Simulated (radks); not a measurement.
Ce+, 57 electrons, occupied as [Xe] 4f1 5d2.

Method: Dirac Kohn-Sham, BLYP, spin-unpolarised, spherical densities, point nucleus; open shells are shared between the two j in proportion to 2j + 1; computed with a radial shooting solver on a logarithmic mesh with Libxc functionals.

Energy parts (hartree):
| part | energy |
|---|---|
| total | -8865.7012 |
| kinetic | 9512.8204 |
| electron-nucleus | -21586.3890 |
| Hartree | 3418.6257 |
| exchange-correlation | -210.7583 |

Orbitals (lengths in bohr, moments of r in powers of bohr; <r^-3> diverges for s and p1/2):
orbital      occ.  eigenvalue (hartree)  <r^-3>      <r>  small-component weight
1s1/2           2             -1478.982       -  0.02457                4.61e-02
2s1/2           2             -236.8208       -   0.1047                1.00e-02
2p1/2           2             -223.6074       -  0.08794                1.00e-02
2p3/2           4             -207.1879    7089  0.09414                9.44e-03
3s1/2           2             -51.09378       -   0.2783                3.06e-03
3p1/2           2             -45.49896       -   0.2681                3.01e-03
3p3/2           4             -42.27315    1430   0.2803                2.84e-03
3d3/2           4             -32.48916   234.5   0.2514                2.72e-03
3d5/2           6             -31.79638   213.3   0.2552                2.67e-03
4s1/2           2             -10.44210       -   0.6373                9.47e-04
4p1/2           2              -8.36492       -   0.6561                8.80e-04
4p3/2           4              -7.67083   308.7   0.6834                8.26e-04
4d3/2           4              -4.26123   41.99   0.7389                6.81e-04
4d5/2           6              -4.13967   37.83   0.7486                6.67e-04
4f5/2    0.428571              -0.34239   4.283    1.107                3.40e-04
4f7/2    0.571429              -0.33026   4.161    1.120                3.35e-04
5s1/2           2              -1.62815       -    1.521                2.10e-04
5p1/2           2              -1.06408       -    1.713                1.66e-04
5p3/2           4              -0.96389   44.07    1.798                1.52e-04
5d3/2         0.8              -0.26720   2.631    2.847                6.14e-05
5d5/2         1.2              -0.25978   2.321    2.904                5.90e-05

The highest occupied level is 5d5/2 at -7.069 eV. The density falls to 0.001 e/bohr^3 at r = 4.41 bohr. For comparison, the ionisation energy in NIST's Atomic Spectra Database is 10.96 eV (semi-empirical). In exact Kohn-Sham theory the highest level is minus the ionisation energy, but local and semilocal functionals leave it too shallow, through self-interaction and a potential that decays too fast; potentials with the right tail come closer. Summed over all electrons, <r^2> = 59.92 bohr^2, which gives a Langevin (diamagnetic) susceptibility term of -47.5 x 10^-6 cm^3/mol.

Beside tabulated values, note that spin-unpolarised runs miss the spin-polarisation part of the exchange energy of open shells.
